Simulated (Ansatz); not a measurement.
Abridged output of a molecular run in Ansatz:

```
Functional definition: HF
1614 factors; integrals over basis functions are off by at most 6.4e-4 eV
mean field evaluation 1: about -24573.2116 eV, gradient 3.7e1 eV
mean field evaluation 2: about -24573.5004 eV, gradient 3.8e1 eV
mean field evaluation 4: about -24576.9726 eV, gradient 4.4e0 eV
mean field evaluation 8: about -24577.0405 eV, gradient 2.8e-1 eV
mean field -24577.04093760 eV, -903.1895955400 hartree, gradient 1.8e-6 eV, S^2 0.000000; 0 other end points of the search recorded, 0 dependent functions left out
13 core orbitals not correlated: weight in the atoms' cores, before any rotation towards them, 1.000 or more for the frozen orbitals, at most 0.000 for the correlated occupied ones
reference -24577.04093760 eV, -903.1895955400 hartree; 16, 16 occupied and 246, 246 virtual orbitals, 1614 factors
second order -24.64533118 eV of doubles, -0.00000000 eV of singles
cycle   1  -25.40459609 eV  change   -7.6e-1 eV  update   1.0e-1
cycle   2  -26.03343424 eV  change   -6.3e-1 eV  update   3.0e-2
cycle   3  -26.15415324 eV  change   -1.2e-1 eV  update   1.5e-2
cycle   4  -26.14417153 eV  change    1.0e-2 eV  update   3.4e-3
cycle   5  -26.14320783 eV  change    9.6e-4 eV  update   1.5e-3
cycle   6  -26.14359100 eV  change   -3.8e-4 eV  update   4.5e-4
cycle   7  -26.14336585 eV  change    2.3e-4 eV  update   2.0e-4
cycle   8  -26.14334975 eV  change    1.6e-5 eV  update   7.0e-5
cycle   9  -26.14337162 eV  change   -2.2e-5 eV  update   2.8e-5
perturbative correction -1.04446810 eV, -0.0383834947 hartree
Total energy: -24604.22877732 eV, -904.1887302211 hartree
```

Its atoms:

Z-matrix (Å, degrees):
```
C
Cl 1 1.831
C 1 1.503 2 109.9
O 1 1.376 2 110.4 3 120.9
H 1 1.094 2 102.7 3 -119.3
Si 3 1.885 1 115.1 2 -56.8
H 3 1.096 1 107.3 2 -177.9
H 3 1.094 1 108.7 2 66.7
H 4 0.963 1 109.2 2 62.3
H 6 1.488 3 109.6 1 -41.9
H 6 1.487 3 108.1 1 -160.2
H 6 1.482 3 112.0 1 79.8
```

Problem. Which basis set was used?
A. def2-TZVPP
B. cc-pV(Q+d)Z
C. def2-SVP
D. cc-pV(D+d)Z

Solution. A. It gives 275 functions.

Problem. Write the keys of the input that set method, charge and spin (a neutral closed shell needs none for the last two).

Solution. 
```yaml
correlation: {method: ccsd_t}
```
